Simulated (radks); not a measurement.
Ionisation of the terbium ion Tb19+, [Kr] 4d10, to [Kr] 4d9 as the strength of local exchange is varied. All-electron calculation, scalar-relativistic Kohn-Sham, Slater X-alpha exchange (alpha = 2/3 is LDA exchange), no correlation, spin-polarised, spherical densities, point nucleus. Program: a radial shooting solver on a logarithmic mesh with Libxc functionals.

\begin{tabular}{lrrrrr}
alpha & E(Tb19+) (hartree) & exchange (hartree) & IE (eV) & -e of the level emptied (eV) & <r> of it (bohr) \\ \hline
0.667 & -11569.2987 & -224.5696 & 614.59 & 595.87 (4d) & 0.5665 \\
0.796 & -11612.9805 & -268.8387 & 624.72 & 606.02 (4d) & 0.5625 \\
0.928 & -11657.8196 & -314.4182 & 635.18 & 616.51 (4d) & 0.5585 \\
0.96 & -11668.7112 & -325.5105 & 637.73 & 619.06 (4d) & 0.5575 \\
1.01 & -11685.7462 & -342.8757 & 641.73 & 623.07 (4d) & 0.5560 \\
\end{tabular}

NIST Atomic Spectra Database: 613 +/- 4 eV (theoretical). The central value is not met in this range of alpha. Open shells are spherical and high-spin; term and fine-structure splittings are not resolved. Spin-orbit splitting is averaged out at the scalar-relativistic level.
